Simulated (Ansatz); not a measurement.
```xyz
16

C    -1.7368    0.8683    0.8517
O    -1.1172   -0.2473    0.1962
B     0.3619   -0.0423   -0.6036
C     0.6845   -1.5264   -1.0726
C     1.3563    0.6513    0.4273
Cl   -0.1260    1.0821   -1.9936
H    -1.7691    1.6642    0.1120
H    -2.7469    0.5831    1.1438
H    -1.1528    1.1826    1.7171
H    -1.0200   -0.9917    0.8007
H     0.8548   -2.2101   -0.2302
H    -0.0982   -1.9501   -1.7076
H     1.6086   -1.5282   -1.6570
H     1.0497    1.6552    0.7341
H     2.3351    0.7604   -0.0488
H     1.5161    0.0490    1.3305
```

The species carries charge 0 and has multiplicity 1.

Question: List the CAM-B3LYP/def2-TZVPP orbital energies in eV (Ansatz 0.2.0). (An estimate is asked.)

Answer: Ansatz gave: Occupied: -2762.86, -525.07, -281.05, -277.57, -277.53, -257.66, -196.70, -196.58, -196.56, -185.98, -32.55, -23.54, -22.49, -21.00, -20.26, -18.09, -16.54, -15.51, -13.90, -13.15, -13.01, -12.37, -12.05, -11.75, -11.45, -10.39, -10.22, -9.35, -8.76. Lowest empty: 0.79, 2.09, 2.58, 3.11, 3.20, 3.81, 3.90, 4.09.
